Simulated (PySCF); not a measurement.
**Continuum solvent and chemical shifts**

Geometry:
```json
{"atom": "F1", "x (Å)": "2.275", "y (Å)": "0.033", "z (Å)": "-2.213"}
{"atom": "C2", "x (Å)": "2.518", "y (Å)": "0.139", "z (Å)": "-0.894"}
{"atom": "F3", "x (Å)": "3.491", "y (Å)": "1.012", "z (Å)": "-0.720"}
{"atom": "F4", "x (Å)": "2.954", "y (Å)": "-1.064", "z (Å)": "-0.500"}
{"atom": "O5", "x (Å)": "1.450", "y (Å)": "0.545", "z (Å)": "-0.213"}
{"atom": "C6", "x (Å)": "0.261", "y (Å)": "-0.259", "z (Å)": "-0.355"}
{"atom": "C7", "x (Å)": "-0.684", "y (Å)": "0.078", "z (Å)": "0.758"}
{"atom": "C8", "x (Å)": "-1.970", "y (Å)": "0.311", "z (Å)": "0.464"}
{"atom": "C9", "x (Å)": "-2.432", "y (Å)": "0.258", "z (Å)": "-0.968"}
{"atom": "Si10", "x (Å)": "-0.794", "y (Å)": "0.128", "z (Å)": "-1.920"}
{"atom": "H11", "x (Å)": "0.560", "y (Å)": "-1.322", "z (Å)": "-0.288"}
{"atom": "H12", "x (Å)": "-0.303", "y (Å)": "0.099", "z (Å)": "1.785"}
{"atom": "H13", "x (Å)": "-2.692", "y (Å)": "0.527", "z (Å)": "1.259"}
{"atom": "H14", "x (Å)": "-3.039", "y (Å)": "1.139", "z (Å)": "-1.234"}
{"atom": "H15", "x (Å)": "-3.076", "y (Å)": "-0.621", "z (Å)": "-1.145"}
{"atom": "H16", "x (Å)": "-0.761", "y (Å)": "-0.949", "z (Å)": "-2.951"}
{"atom": "H17", "x (Å)": "-0.373", "y (Å)": "1.428", "z (Å)": "-2.516"}
```

GIAO PBE0/pcSseg-1 in PySCF 2.14 on one PBE0-D3(BJ)/def2-SVP conformer, non-relativistic, equivalent nuclei averaged. Solvents enter as an IEF-PCM continuum (chloroform with ε = 4.7) around the gas-phase geometry. Shifts are referred to CFCl3, TMS computed in the same medium.

Gas phase, δ in ppm: F1/F3/F4 -76.1, C8 143.8, C7 140.9, C2 127.9, C6 72.2, C9 15.2, Si10 -19.2, H12 6.27, H13 6.26, H11 4.81, H16 4.54, H17 4.39, H14 1.80, H15 1.67. Dipole moment 3.08 D.

Question: How does each δ change in the continuum?

Answer: 
```json
{"atoms": "F1/F3/F4", "environment": "fluorine of an OCF3 group", "Δδ, chloroform": "+1.7"}
{"atoms": "C8", "environment": "alkene CH", "Δδ, chloroform": "+2.8"}
{"atoms": "C7", "environment": "alkene CH", "Δδ, chloroform": "-0.6"}
{"atoms": "C2", "environment": "CF3 carbon", "Δδ, chloroform": "+0.8"}
{"atoms": "C6", "environment": "allylic sp3 CH bonded to O and Si", "Δδ, chloroform": "+1.4"}
{"atoms": "C9", "environment": "allylic sp3 CH2 bonded to Si", "Δδ, chloroform": "+0.9"}
{"atoms": "Si10", "environment": "silicon bonded to 2 C, 2 H, in a 5-membered ring", "Δδ, chloroform": "+0.7"}
{"atoms": "H12", "environment": "hydrogen on an alkene CH", "Δδ, chloroform": "+0.03"}
{"atoms": "H13", "environment": "hydrogen on an alkene CH", "Δδ, chloroform": "+0.17"}
{"atoms": "H11", "environment": "hydrogen on an allylic sp3 CH bonded to O and Si", "Δδ, chloroform": "+0.17"}
{"atoms": "H16", "environment": "hydrogen on a silicon bonded to 2 C, in a 5-membered ring", "Δδ, chloroform": "-0.03"}
{"atoms": "H17", "environment": "hydrogen on a silicon bonded to 2 C, in a 5-membered ring", "Δδ, chloroform": "-0.08"}
{"atoms": "H14", "environment": "hydrogen on an allylic sp3 CH2 bonded to Si", "Δδ, chloroform": "+0.13"}
{"atoms": "H15", "environment": "hydrogen on an allylic sp3 CH2 bonded to Si", "Δδ, chloroform": "+0.15"}
```

Changes are relative to the gas phase. The dipole moment becomes 3.59 D in chloroform.

Question: Which nuclei move most (in ppm), and what does the model miss?

Answer: C8 (alkene CH, +2.8 ppm) in chloroform. A continuum only polarises the solute; specific hydrogen bonds, the anisotropy of aromatic solvents and changes of geometry or conformer are outside it.
